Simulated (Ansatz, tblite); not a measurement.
Removing and adding an electron: Be2O2. Charge 0, multiplicity 1. Geometry: B3LYP-D4/def2-TZVP. Ansatz, gas phase; energy differences of separate SCF runs; the oxidised species was run as a doublet alone; the reduced species was run as a doublet alone.

Cartesian coordinates in Å:
```
Be 0.3884 -0.7316 0.2551
Be -0.3882 0.7318 -0.2549
O -0.9018 -0.2118 0.7660
O 0.9016 0.2116 -0.7662
```

The xTB rows come from tblite. Correlated methods freeze 2 core orbitals. The structure comes from a short search, and lower isomers may exist.

Question: Estimate orbital energies and vertical ionisation energies and electron affinities at: GFN1-xTB; GFN2-xTB; HF/def2-TZVPD; PBE-D4/def2-TZVP; PBE-D4/def2-TZVPD; r2SCAN-D4/def2-TZVP; r2SCAN-D4/def2-TZVPD; PBE0-D4/def2-TZVP; PBE0-D4/def2-TZVPD; MP2/def2-TZVPD; CCSD/def2-TZVPD; CCSD(T)/def2-TZVPD.

Answer: 
```json
{"level": "GFN1-xTB", "−HOMO (eV)": "10.62", "vertical IE (eV)": "15.23", "−LUMO (eV)": "8.79", "vertical EA (eV)": "4.81", "HOMO–LUMO gap (eV)": "1.83", "IE − EA (eV)": "10.42", "remarks": "–"}
{"level": "GFN2-xTB", "−HOMO (eV)": "10.62", "vertical IE (eV)": "15.58", "−LUMO (eV)": "7.98", "vertical EA (eV)": "3.38", "HOMO–LUMO gap (eV)": "2.64", "IE − EA (eV)": "12.19", "remarks": "–"}
{"level": "HF/def2-TZVPD", "−HOMO (eV)": "–", "vertical IE (eV)": "–", "−LUMO (eV)": "–", "vertical EA (eV)": "0.30", "HOMO–LUMO gap (eV)": "–", "IE − EA (eV)": "–", "remarks": "–"}
{"level": "PBE-D4/def2-TZVP", "−HOMO (eV)": "5.96", "vertical IE (eV)": "9.83", "−LUMO (eV)": "3.22", "vertical EA (eV)": "–", "HOMO–LUMO gap (eV)": "2.75", "IE − EA (eV)": "–", "remarks": "–"}
{"level": "PBE-D4/def2-TZVPD", "−HOMO (eV)": "6.08", "vertical IE (eV)": "–", "−LUMO (eV)": "3.26", "vertical EA (eV)": "1.19", "HOMO–LUMO gap (eV)": "2.81", "IE − EA (eV)": "–", "remarks": "HOMO above zero (-1 doublet)"}
{"level": "r2SCAN-D4/def2-TZVP", "−HOMO (eV)": "6.20", "vertical IE (eV)": "9.78", "−LUMO (eV)": "2.68", "vertical EA (eV)": "–", "HOMO–LUMO gap (eV)": "3.52", "IE − EA (eV)": "–", "remarks": "–"}
{"level": "r2SCAN-D4/def2-TZVPD", "−HOMO (eV)": "6.29", "vertical IE (eV)": "–", "−LUMO (eV)": "2.72", "vertical EA (eV)": "1.14", "HOMO–LUMO gap (eV)": "3.57", "IE − EA (eV)": "–", "remarks": "HOMO above zero (-1 doublet)"}
{"level": "PBE0-D4/def2-TZVP", "−HOMO (eV)": "7.42", "vertical IE (eV)": "9.89", "−LUMO (eV)": "2.40", "vertical EA (eV)": "–", "HOMO–LUMO gap (eV)": "5.02", "IE − EA (eV)": "–", "remarks": "–"}
{"level": "PBE0-D4/def2-TZVPD", "−HOMO (eV)": "7.51", "vertical IE (eV)": "–", "−LUMO (eV)": "2.44", "vertical EA (eV)": "1.05", "HOMO–LUMO gap (eV)": "5.07", "IE − EA (eV)": "–", "remarks": "HOMO above zero (-1 doublet)"}
{"level": "MP2/def2-TZVPD", "−HOMO (eV)": "–", "vertical IE (eV)": "–", "−LUMO (eV)": "–", "vertical EA (eV)": "0.81", "HOMO–LUMO gap (eV)": "–", "IE − EA (eV)": "–", "remarks": "–"}
{"level": "CCSD/def2-TZVPD", "−HOMO (eV)": "–", "vertical IE (eV)": "–", "−LUMO (eV)": "–", "vertical EA (eV)": "0.81", "HOMO–LUMO gap (eV)": "–", "IE − EA (eV)": "–", "remarks": "–"}
{"level": "CCSD(T)/def2-TZVPD", "−HOMO (eV)": "–", "vertical IE (eV)": "–", "−LUMO (eV)": "–", "vertical EA (eV)": "0.90", "HOMO–LUMO gap (eV)": "–", "IE − EA (eV)": "–", "remarks": "–"}
```

Relaxing the oxidised species (B3LYP-D4/def2-TZVP) changes its energy by -0.30 eV at PBE-D4/def2-TZVP, so the adiabatic ionisation energy to this nearest minimum is 9.54 eV. At PBE0-D4/def2-TZVP it is 9.63 eV.  Run but left out: HF/def2-TZVPP, MP2/def2-TZVPP, CCSD/def2-TZVPP, CCSD(T)/def2-TZVPP (flagged by the program: other roots).   A HOMO above zero means that the electron is unbound at that level or that self-interaction error raises the level; the energy of removing that electron tells which. Raw xTB energy differences between charge states are shifted by several eV; the methods need an empirical correction for them.
